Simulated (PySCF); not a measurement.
## Exercise with solution: chemical shift, span and skew from a shielding tensor

C3H3ClF4, SMILES F[C@H](CCl)C(F)(F)F. Atoms are numbered in the order given.

```xyz
11

F     -0.4210    -0.1867    -1.7647
C     -0.2768    -0.7735    -0.5350
C     -1.4647    -0.4761     0.3513
Cl    -1.7104     1.2698     0.6480
C      1.0822    -0.3512     0.0213
F      1.2048    -0.7914     1.2873
F      1.2604     0.9658     0.0088
F      2.0631    -0.9069    -0.7044
H     -0.2232    -1.8721    -0.6642
H     -1.3401    -0.9786     1.3208
H     -2.3706    -0.8576    -0.1404
```

Coordinates come from a r2SCAN-D4/def2-SVP optimisation. The structure was generated by enumeration; whether it is a known compound was not checked. Other conformers were not sampled.

GIAO shieldings from PBE0/pcSseg-1 run with PySCF, non-relativistic, no solvent. The symmetric part of the tensor of C2 has the principal values 69.8, 86.8, 128.9 ppm. The same nucleus in TMS has σ = 186.3 ppm at this level (PySCF, at its B3LYP-D3(BJ)/def2-TZVP geometry). Without spin–orbit terms, shifts of atoms bonded to Cl or Br come out too high.

Task: Work out the isotropic shielding, the ¹³C shift against TMS, the span and the skew.

Result: 
σ(iso) = (σ11 + σ22 + σ33)/3 = 95.2 ppm. δ = σ(ref) − σ(iso) = 186.3 − (95.2) = 91.1 ppm.
Span Ω = σ33 − σ11 = 59.1 ppm. Skew κ = 3(σ(iso) − σ22)/Ω = 0.42. Tumbling in solution averages the tensor to δ; in a static solid the shielding alone would spread this spin-1/2 line over Ω.
